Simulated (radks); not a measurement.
Problem. Species: Pt LII. Configuration: [Ar] 3d9 (the NIST ground configuration). All-electron calculation, Dirac Kohn-Sham, exchange-only PBE, spin-unpolarised, spherical densities, finite nucleus; open shells fill j = l - 1/2 first; Fermi nuclear charge, rms radius 5.427 fm. Program: a radial shooting solver on a logarithmic mesh with Libxc functionals. Some entries of the table are withheld. Estimate them.

orbital,occ.,eigenvalue (eV),r(max) (bohr)
1s1/2,2,-81190.93,0.01062
2s1/2,2,-16590.51,(1)
2p1/2,2,-16040.18,0.04524
2p3/2,4,-14300.00,0.05247
3s1/2,2,(2),(3)
3p1/2,2,-5654.595,0.1589
3p3/2,4,-5248.373,0.1729
3d3/2,4,(4),(5)
3d5/2,5,(6),(7)

Solution. 
(1) 2s1/2 r(max) (bohr): 0.06135
(2) 3s1/2 eigenvalue (eV): -5893.232
(3) 3s1/2 r(max) (bohr): 0.1705
(4) 3d3/2 eigenvalue (eV): -4865.900
(5) 3d3/2 r(max) (bohr): 0.1340
(6) 3d5/2 eigenvalue (eV): -4776.219
(7) 3d5/2 r(max) (bohr): 0.1379
